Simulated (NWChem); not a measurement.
System: TiN$_{2}$H$_{5}$OCl; SMILES [NH2][Ti]([NH2])([OH])[Cl]

```xyz
10

Ti     0.0320     0.2927     0.0156
Cl     0.0512    -1.9427    -0.0343
O      1.3962     0.9481     0.9420
H      1.4479     1.4714     1.7468
N     -1.5846     0.8461     0.7468
H     -2.2411     1.4959     0.3243
H     -1.9777     0.4470     1.5970
N      0.1066     1.0387    -1.6765
H     -0.4299     0.6839    -2.4659
H      0.8039     1.7088    -1.9906
```
Atoms are numbered in this order, from 1.

Program: NWChem. Pople sets run with spherical d functions. All runs use the structure optimised with PBE0/def2-SVP. No frequency run checked for a minimum. Level PBE/6-31G*: energy and gradient; each run changes one setting, and changes count from the defaults (medium grid, exact Coulomb integrals, symmetry on).

Which setting moves the energy most, and by about how much (defaults; tight SCF thresholds and tolerances; extra-fine grid; coarse grid; Coulomb fitting, Weigend set)?

Coulomb fitting, Weigend set, by about 300 μHa.
```json
[
 {"setting": "defaults", "size of the energy change (μHa)": "< 10", "largest change of a gradient component (μHa/bohr)": "< 30", "time, defaults = 1 (rough)": "about 1"},
 {"setting": "tight SCF thresholds and tolerances", "size of the energy change (μHa)": "< 10", "largest change of a gradient component (μHa/bohr)": "< 30", "time, defaults = 1 (rough)": "about 1"},
 {"setting": "extra-fine grid", "size of the energy change (μHa)": "< 10", "largest change of a gradient component (μHa/bohr)": "< 30", "time, defaults = 1 (rough)": "about 1"},
 {"setting": "coarse grid", "size of the energy change (μHa)": "30", "largest change of a gradient component (μHa/bohr)": "300", "time, defaults = 1 (rough)": "about 1"},
 {"setting": "Coulomb fitting, Weigend set", "size of the energy change (μHa)": "300", "largest change of a gradient component (μHa/bohr)": "50", "time, defaults = 1 (rough)": "0.1"}
]
```
